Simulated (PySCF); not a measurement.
**Unknowns**

How the numbers were obtained: coordinates at the GFN2-xTB level, GIAO PBE0/pcSseg-1 shieldings, in PySCF (in vacuum, no relativistic terms, equivalent nuclei averaged, one conformer).

δ = σ(ref) − σ, references computed at the same level: TMS for ¹H (31.72 ppm) and ¹³C (186.93 ppm). Where no couplings were computed, multiplicities follow the n + 1 count of equivalent neighbours, and m marks all less simple cases (inequivalent or close neighbours, rings, F or P nearby). Shifts are as computed. Against solution values, carbons near 30 ppm lie about +3 ppm off and those near 130 ppm about +5 ppm. Of 1211 compounds with measured shifts, 218 miss one by over three times the rms of a fit or turn the order of signals round; such compounds aren't used in these exercises.

Q: C$_{8}$H$_{14}$N$_{2}$. ¹H NMR (600 MHz, computed): δ 6.39 (m, 1H), 6.36 (t, 1H), 5.68 (m, 1H), 5.67 (m, 1H), 2.48 (q, 2H), 2.34 (m, 2H), 1.22 (t, 3H), 1.18 (t, 3H). ¹³C{¹H} NMR (computed): δ 139.1 (C), 132.2 (CH), 130.8 (CH), 124.4 (CH2), 33.3 (CH2), 31.0 (CH2), 17.2 (CH3), 14.7 (CH3). Give a structure.

A: `C=C/C(CC)=N\N=C\CC`. The formula gives 3 degrees of unsaturation (no ring in the answer). 8 carbon signals for 8 carbons: no two carbons are equivalent. Carbon types of the structure: 1 × C, 2 × CH, 3 × CH2, 2 × CH3, which accounts for all hydrogens. δC 139.1, 130.8: C=N carbon. δC 132.2: alkene CH; as expected for a trigonal carbon in a double bond. δC 124.4: terminal =CH2 carbon; the olefinic region. δC 17.2, 14.7: methyl carbon; saturated and bonded to C and H only.

The shifts were computed for this structure.

Q: C$_{6}$H$_{12}$O. ¹H NMR (300 MHz, computed): δ 6.40 (m, 1H), 5.46 (m, 1H), 5.35 (m, 1H), 4.16 (d, 2H), 3.41 (t, 2H), 1.73 (m, 2H), 0.94 (t, 3H). ¹³C{¹H} NMR (computed): δ 146.8 (CH), 120.6 (CH2), 79.2 (CH2), 78.5 (CH2), 27.9 (CH2), 11.6 (CH3). What is it?

A: `C=CCOCCC`. The formula gives 1 degree of unsaturation (no ring in the answer). 6 carbon signals for 6 carbons: no two carbons are equivalent. Carbon types of the structure: 1 × CH, 4 × CH2, 1 × CH3, which accounts for all hydrogens. δC 146.8: alkene CH; the olefinic region. δC 120.6: terminal =CH2 carbon; the olefinic region. δC 79.2: allylic sp3 CH2 bonded to O; the inductive effect lowers its shielding. δC 78.5: sp3 CH2 bonded to O; deshielded by the electronegative neighbour.

The shifts were computed for this structure.
